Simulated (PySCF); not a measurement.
Field gradients at the hydrogen positions

Species: C6H14OSi2.
Cartesian coordinates in Å at the GFN2-xTB level; atoms count from 1:
```xyz
23
C6H14OSi2 angstrom
C     -2.548    0.531    0.264
C     -1.218   -0.040   -0.201
C     -1.062   -1.540    0.054
C      0.442   -1.745   -0.074
C      1.044   -0.546    0.672
Si     2.733    0.061    0.015
O      2.306    1.545   -0.527
Si     0.774    2.094   -0.347
C     -0.015    0.590    0.529
H     -2.681    0.372    1.333
H     -2.586    1.601    0.069
H     -3.375    0.055   -0.258
H     -1.125    0.129   -1.280
H     -1.636   -2.147   -0.647
H     -1.389   -1.781    1.068
H      0.719   -1.720   -1.131
H      0.782   -2.694    0.342
H      1.117   -0.819    1.729
H      3.217   -0.684   -1.142
H      3.736    0.260    1.057
H      0.261    2.340   -1.691
H      0.850    3.291    0.485
H     -0.351    0.876    1.531
```

Level: PBE0/pcSseg-1 (PySCF, non-relativistic); Q(2H) = 0.00286 b; rigid geometry, the same for H and D, with no vibrational averaging.

Problem. Rank these positions by the coupling χzz of a deuteron there, largest first.
A. H22 (Si–H hydrogen)
B. H13 (methine hydrogen)
C. H15 (methylene hydrogen)
D. H14 (methylene hydrogen)

Solution. D (209 kHz), C (205 kHz), B (197 kHz), A (110 kHz).

Problem. What are Vzz, η and χzz (234.96 MHz × Q × Vzz) at all hydrogens?

Solution. 
| atom | bonded to | bond length (Å) | Vzz (au) | η | χzz (kHz) |
| --- | --- | --- | --- | --- | --- |
| H10 | C1 | 1.089 | 0.3129 | 0.02 | 210 |
| H11 | C1 | 1.088 | 0.3151 | 0.02 | 212 |
| H12 | C1 | 1.088 | 0.3145 | 0.01 | 211 |
| H13 | C2 | 1.096 | 0.2935 | 0.00 | 197 |
| H14 | C3 | 1.090 | 0.3107 | 0.00 | 209 |
| H15 | C3 | 1.092 | 0.3045 | 0.01 | 205 |
| H16 | C4 | 1.092 | 0.3017 | 0.02 | 203 |
| H17 | C4 | 1.090 | 0.3101 | 0.01 | 208 |
| H18 | C5 | 1.094 | 0.3045 | 0.03 | 205 |
| H19 | Si6 | 1.458 | 0.1639 | 0.00 | 110 |
| H20 | Si6 | 1.460 | 0.1631 | 0.01 | 110 |
| H21 | Si8 | 1.459 | 0.1636 | 0.00 | 110 |
| H22 | Si8 | 1.459 | 0.1633 | 0.01 | 110 |
| H23 | C9 | 1.095 | 0.3034 | 0.04 | 204 |

Problem. Average by the element that carries the hydrogen.

Solution. on C: 206 kHz over 10 positions, mean bond length 1.092 Å; on Si: 110 kHz over 4 positions, mean bond length 1.459 Å.

Geometry: GFN2-xTB, one conformer, isolated molecule. GFN2-xTB bond lengths can be off by several hundredths of an ångström, more for odd bonds, and the gradients follow them. With so small a basis the couplings can be 20 % off.

These values come from a run that also computed NMR shieldings. The run took 2.9 min wall on one thread, Intel Xeon at 2.50 GHz (x86_64), shared host with 64 logical CPUs at a one-minute load of 64, and the process peaked at 1.1 GiB of memory.
